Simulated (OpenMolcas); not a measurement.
**neutral molybdenum: from CASSCF to CASPT2**

```json
{"Program": "OpenMolcas 26.06", "Basis": "ANO-RCC-VTZP [7s6p4d2f1g]", "Scalar Hamiltonian": "DKH2, point nucleus", "Active space": "6 electrons in 6 orbitals (4d 5s)", "State averaging": "2S+1 = 7 even, 1 root; 2S+1 = 5 even, 23 roots; 2S+1 = 3 even, 30 roots; 2S+1 = 1 even, 1 root (0 in the spin-orbit step)", "Spin-orbit coupling": "state interaction with AMFI integrals over the reference wave functions, term energies averaged over their components"}
```

Methods on the same reference wave functions:
A. CASSCF
B. SS-CASPT2, IPEA 0.25 Eh, imaginary shift 0.1 Eh (closed shells correlated: 4s 4p)
C. MS-CASPT2, IPEA 0.25 Eh, imaginary shift 0.1 Eh (closed shells correlated: 4s 4p)

Energies in cm⁻¹ above 4d⁵ 5s ⁷S₃, the measured ground level; measured values from NIST Handbook of Basic Atomic Spectroscopic Data.

```tsv
Level	A	B	C	Measured
4d⁵ 5s ⁷S₃	0.0	0.0	0.0	0.0
4d⁵ 5s ⁵S₂	16529	11040	11040	10768
4d⁴ 5s² ⁵D₀	20341	11790	10340	10966
4d⁴ 5s² ⁵D₁	20432	11890	10480	
4d⁴ 5s² ⁵D₂	20614	12080	10750	
4d⁴ 5s² ⁵D₃	20891	12360	11150	
4d⁴ 5s² ⁵D₄	21286	12740	11680	
4d⁵ 5s ⁵G₄	22871	18880	18880	
4d⁵ 5s ⁵G₅	22871	18880	18880	
4d⁵ 5s ⁵G₃	22871	18880	18880	
4d⁵ 5s ⁵G₆	22871	18880	18880	
4d⁵ 5s ⁵G₂	22871	18880	18880	16641
4d⁵ 5s ⁵P₃ [57 %]	26013	20320	20530	
4d⁵ 5s ⁵P₂ [53 %]	26029	20300	20580	
4d⁵ 5s ⁵P₁ [50 %]	26072	20480	20750
```

Deviations, from unrounded energies. A percentage is the sum of absolute deviations over the sum of measured energies, with the sign that they share, or ± where signs differ.

| Against measurement | Levels | A | B | C |
| --- | --- | --- | --- | --- |
| mean absolute deviation (cm-1) | 3 | 7100 | 1100 | 1000 |
| other terms of the ground configuration (%) | 2 | +43.7 | +9.2 | +9.2 |
| other configurations (%) | 1 | +85.5 | +7.6 | -5.7 |

C lies closest to measurement on these levels and A furthest from it. The largest miss of C in the table is 4d⁵ 5s ⁵G₂, by +2200 cm-1. The ranking rests on the paired levels alone, and a cruder setting can come out closer through cancelling errors.

Between B and C the level of the table that moves most is 4d⁴ 5s² ⁵D₀, by 1500 cm-1 (lowest in C, highest in B). Moves below CASPT2's spread within the term are not significant.

The mean deviations of B to C differ by less than CASPT2's widest spread within a term (550 cm-1), so their order carries little weight.

From A to B the spin-free energies of the other terms of 4d⁵ 5s shown, above ⁷S, scale by factors of 0.67 to 0.82.

The lowest spin-free term lies below A's lowest term by 0.399 hartree in B, 0.399 hartree in C.

Term energies are means over components that CASPT2 splits; among the terms shown or strongly mixed into the levels shown the widest spread is 550 cm-1 (4d⁵ 5s ⁵G, C). Some high roots are left out of the spin-orbit mixing, which shifts the levels that they would mix with. Configurations are named by rounded mean occupations; where the s occupation lies near a half they are strongly mixed, a name can repeat and a true partner stay unpaired. A single d shell beside an s shell can misplace configurations of different d count against each other. Without dynamic correlation excited terms often stand tens of per cent too high (terms of higher spin than the ground term too low), and those without a measured partner can miss by more than the paired ones (holds for A). The CASPT2 spread within a term exceeds the gap to the next term for 4d⁵ 5s ⁵S and 4d⁴ 5s² ⁵D, so the order of their levels is uncertain, and so are names and mixing where such terms share a J (holds for C). Measured partners are found by configuration, term and J. A level has none where our copy of the source lacks it or the pairing is in doubt (some pairs that miss far off the trend of their configuration count as doubtful), and it then counts in no deviation. Levels of configurations outside the active space are missing. Levels that lie high or do not pair safely by name in every column are left out.

A share in square brackets marks a mixed level and gives the weight of the term that names it, the lowest over the columns.
